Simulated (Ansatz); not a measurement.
PBE exchange is replaced step by step with exact exchange (0 % is PBE, 25 % PBE0; no dispersion term), basis def2-TZVP, Ansatz. System: the cluster GeBr2 (the lowest singlet isomer of a short search). Total charge 0; singlet. Geometry: r2SCAN-D4/def2-TZVP, each spin state at its own.

Geometry of the singlet:

```xyz
3

Ge   -0.608   -0.522    0.584
Br    1.567    0.242    1.007
Br   -0.959    0.280   -1.591
```

At PBE-D4/def2-TZVP the gap within one spin of the charge 0 quintet nearly closes, so an electron or hole may be smeared out by delocalisation error. The structure comes from a short search, and lower isomers may exist.

```
exact exchange (%)  HOMO (eV)  LUMO (eV)  gap (eV)  triplet − singlet (kJ/mol)  quintet − singlet (kJ/mol)
                 0      -6.74      -3.90      2.83                       230.0                       596.4
                 5      -6.95      -3.77      3.18                       228.1                       601.7
                10      -7.16      -3.64      3.52                       226.2                       607.1
                15      -7.37      -3.50      3.87                       224.5                       612.8
                25      -7.80      -3.22      4.57                       220.7                       623.6
                35      -8.22      -2.94      5.28                       216.7                       632.0
                50      -8.86      -2.51      6.35                       210.4                       623.8
```

The spin gap doesn't follow a straight line here, which points to a change of state along the sweep.
